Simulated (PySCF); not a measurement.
**Worked example: chemical shift, span and skew from a shielding tensor**

Ge(H)3(OAc) (C2H6GeO2), SMILES [O](C(C)=O)[GeH3]. Atoms are numbered in the order given.

```xyz
11

Ge    -0.0335     1.3008     0.0000
O     -0.7507    -0.4016     0.0000
C      0.1510    -1.3893     0.0000
C     -0.4803    -2.7586     0.0000
O      1.3443    -1.1747     0.0000
H      0.7837     1.4970    -1.2832
H     -1.3165     2.1467     0.0000
H      0.7837     1.4970     1.2832
H      0.2981    -3.5305     0.0000
H     -1.1254    -2.8682    -0.8852
H     -1.1254    -2.8682     0.8852
```

Geometry: B3LYP-D3(BJ)/def2-SVP.

GIAO shieldings from PBE/pcSseg-1 (PySCF), non-relativistic, no solvent. The symmetric part of the tensor of C3 has the principal values -85.0, 30.4, 68.1 ppm. The same nucleus in TMS has σ = 182.0 ppm at this level (PySCF, at its B3LYP-D3(BJ)/def2-TZVP geometry).

Problem. Work out the isotropic shielding, the ¹³C shift against TMS, the span and the skew.

Solution. 
σ(iso) = (σ11 + σ22 + σ33)/3 = 4.5 ppm. δ = σ(ref) − σ(iso) = 182.0 − (4.5) = 177.5 ppm.
Span Ω = σ33 − σ11 = 153.1 ppm. Skew κ = 3(σ(iso) − σ22)/Ω = -0.51. Tumbling in solution averages the tensor to δ; in a static solid the shielding alone would spread this spin-1/2 line over Ω.
